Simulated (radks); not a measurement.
Spherical quantum dot in the effective-mass picture: electrons in a parabolic well V = omega^2 r^2 / 2 with omega = 0.55, with a point charge +1 (a donor) at the centre, all in effective atomic units (hartree* = m*/eps^2 hartree, bohr* = eps/m* bohr), one dielectric constant everywhere. Calculated with a radial shooting solver with Libxc functionals: non-relativistic Kohn-Sham, LDA (Slater exchange, Perdew-Wang correlation), spin-polarised, spherical densities. Levels are named by radial order and angular momentum (1s, 1p, 1d, 2s, ...), and open shells are averaged over m. Results are scaled to m* = 0.078 and eps = 5.6, for which hartree* = 67.68 meV and bohr* = 3.799 nm.

N = 11, configuration 1s2 1p6 1d(up 1, down 0) 2s2. This is the lowest configuration that the search found. Occupied and some empty levels:

level,occupation,eigenvalue (meV),<r> (nm)
1s up,1,282.85,6.776
1s down,1,283.46,6.709
1p up,3,308.32,9.917
1p down,3,309.34,9.899
2s up,1,325.76,9.449
2s down,1,326.48,9.496
1d up,1,330.98,11.40
1d down,0,332.07,11.41
1f up,0,355.66,12.55
1f down,0,356.72,12.57
2p up,0,361.98,11.13
2p down,0,362.65,11.14
1g up,0,382.22,13.55
1g down,0,383.20,13.57

Energy (meV): total 1997.57, kinetic 370.49, external 390.16, Hartree 1478.9, exchange-correlation -241.99.

Electron density:

r (nm),n(r) (e/nm^3)
0.404,0.01269
1.42,0.007544
2.43,0.004627
3.45,0.002983
4.46,0.002079
5.48,0.001603
6.50,0.001367
7.51,0.001238
8.53,0.001133
9.54,0.001002
10.6,0.0008360
11.6,0.0006462
12.6,0.0004587
13.6,0.0002967
14.6,0.0001749
15.6,0.00009373
16.6,0.00004561
17.7,0.00002010
18.7,8.076e-06
19.7,2.957e-06
